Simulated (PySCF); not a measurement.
Input of a run (PBE0-D3(BJ)/def2-SVP geometry optimisation, gas phase (PySCF 2.14.0)), started from a GFN2-xTB structure with every atom displaced at random (by about 0.01 Å):
```
{"job": {"xc": "PBE0", "basis": "def2-SVP", "d3": "d3bj", "grid": 1, "shake": 0.01, "kind": "geom"}, "charge": 1, "multiplicity": 1}
C     -2.620880     0.009950    -1.323860
C     -1.471170     0.040320    -0.516530
C     -0.297260     0.841550    -0.712050
C      0.934000    -0.069050    -0.255610
C      2.047170     0.715020     0.264280
F      1.717650     1.567550     1.270980
C      3.319920     0.666180    -0.159170
F      4.329370     1.362920     0.304380
F      3.666180    -0.124780    -1.125670
C      0.266080    -0.982080     0.842250
C     -1.257930    -0.924550     0.608030
F     -1.808130    -2.131250     0.324160
H     -3.583190    -0.025200    -0.735890
H     -2.708660     0.851290    -2.041220
H     -2.666590    -0.941590    -1.862650
H     -0.177580     1.288730    -1.693920
H     -0.309800     1.705250    -0.002720
H      1.235780    -0.653400    -1.100210
H      0.619160    -2.014890     0.753210
H      0.490980    -0.608050     1.833330
H     -1.796250    -0.551680     1.486640
```

Output (energies in Eh, forces in Eh/bohr):
```
step   0  E = -708.02326133  max force = 0.040760
step   1  E = -708.02883195  max force = 0.008854
step   2  E = -708.02842208  max force = 0.013870
step   3  E = -708.03071046  max force = 0.002888
step   4  E = -708.03086084  max force = 0.001749
step   5  E = -708.03101953  max force = 0.001737
step   6  E = -708.03122097  max force = 0.003085
step   7  E = -708.03133089  max force = 0.002237
step   8  E = -708.03139837  max force = 0.000747
step   9  E = -708.03143976  max force = 0.001416
step  10  E = -708.03146807  max force = 0.001442
step  11  E = -708.03152426  max force = 0.001427
step  12  E = -708.03154905  max force = 0.000922
step  13  E = -708.03157775  max force = 0.001057
step  14  E = -708.03158515  max force = 0.000845
step  15  E = -708.03159289  max force = 0.000759
step  16  E = -708.03159471  max force = 0.000543
step  17  E = -708.03159703  max force = 0.000551
step  18  E = -708.03159898  max force = 0.000280
optimisation converged
```

Question: Summarise the run.

Answer: The energy falls by 5.2 kcal/mol over 19 energy and gradient evaluations, the largest force component goes from 0.0408 to 2.8e-04 Eh/bohr, and the atoms move by 0.227 Å rms after alignment. The bond that changes most is C1–C2 (methyl carbon to formal carbocation centre), which lengthens by 0.036 Å. Bonds longer at the end by more than 0.005 Å: 8 of 21; shorter: 8. Among the angles that change most is H13–C1–H14, from 107.0° to 113.9°. Among the dihedrals that turn most is H13–C1–C2–C3, from -138° to -156°. The energy rose by more than 1e-6 Eh at step 2. The first step brought 67 % of the lowering.

Question: What are the final bond lengths?

Answer: C1–C2 1.441 Å, C2–C3 1.445 Å, C3–C4 1.578 Å, C4–C5 1.469 Å, C5–F6 1.333 Å, C5=C7 1.343 Å, C7–F8 1.288 Å, C7–F9 1.299 Å, C4–C10 1.549 Å, C10–C11 1.537 Å, C11–F12 1.355 Å, C2–C11 1.488 Å, C1–H13 1.102 Å, C1–H14 1.097 Å, C1–H15 1.118 Å, C3–H16 1.099 Å, C3–H17 1.113 Å, C4–H18 1.100 Å, C10–H19 1.099 Å, C10–H20 1.098 Å, C11–H21 1.114 Å. Numbering counts from 1 in the input's order; the species is `C[C+]1C[C@@H](C(F)=C(F)F)C[C@@H]1F`.

The run used 213 basis functions and 133 SCF cycles in all.

No PBE0-D3(BJ)/def2-SVP frequencies stand behind this structure, so it isn't proved a minimum.

One conformer stands for the species.
